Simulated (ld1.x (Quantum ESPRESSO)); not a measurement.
# Logarithmic derivatives: phosphorus, TM

phosphorus (P), norm-conserving Troullier–Martins (Kleinman–Bylander form), made with ld1.x (Quantum ESPRESSO) 7.5 (Wu–Cohen, scalar-relativistic). Core [Ne], reference 3s2 3p3. Waves: 3s (bound): rc 1.30 bohr; 3p (bound): rc 1.55 bohr. Local part: all-electron potential smoothed inside 1.45 bohr (lloc = -1). Core correction: Bessel-smoothed model core, default radius (core density twice the valence density).

The phase is arctan(r·u′/u) with u = r·R(r), unwrapped; energies in Ry, scanned from -3 to 5 Ry. A pole is an energy at which the radial function vanishes at the test radius. The pseudo phase is shifted by a multiple of π to meet the all-electron one at the reference energy, and phase errors are pseudo minus all-electron; the curves can meet again beyond the range given. Levels narrower than the energy grid can be missing from the lists of poles.

**Question.** For each channel, where are the poles, and over which energies does the pseudopotential scatter like the atom?

**Answer.**

```json
{"channel": "s", "radius (bohr)": "1.71", "reference energy (Ry)": "-1.02", "poles, all-electron": "3.25", "poles, pseudo": "2.34", "unbroken range about the reference energy with phases within 0.05 rad": "below 2.0", "phase error 1 Ry above the reference energy (rad)": "-0.010"}
{"channel": "p", "radius (bohr)": "1.71", "reference energy (Ry)": "-0.40", "poles, all-electron": "4.27", "poles, pseudo": "3.73", "unbroken range about the reference energy with phases within 0.05 rad": "below 4.5", "phase error 1 Ry above the reference energy (rad)": "-0.010"}
```

Phases in the s channel:

```tsv
E (Ry)	all-electron	pseudo
-3.00	0.996	0.989
-2.76	0.940	0.933
-2.52	0.870	0.862
-2.28	0.780	0.772
-2.04	0.663	0.656
-1.80	0.509	0.504
-1.56	0.310	0.307
-1.32	0.064	0.063
-1.08	-0.210	-0.210
-0.84	-0.476	-0.476
-0.60	-0.703	-0.706
-0.36	-0.882	-0.887
-0.12	-1.019	-1.028
0.12	-1.123	-1.135
0.36	-1.205	-1.220
0.60	-1.270	-1.288
0.84	-1.322	-1.344
1.08	-1.365	-1.391
1.32	-1.401	-1.431
1.56	-1.432	-1.468
1.80	-1.459	-1.501
2.04	-1.483	-1.532
2.28	-1.504	-1.562
2.52	-1.522	-1.594
2.76	-1.540	-1.628
3.00	-1.556	-1.667
3.24	-1.570	-1.715
3.48	-1.584	-1.784
3.72	-1.597	-1.895
3.96	-1.610	-2.125
4.20	-1.622	-2.769
4.44	-1.633	-3.812
4.68	-1.645	-4.251
4.92	-1.656	-4.422
```
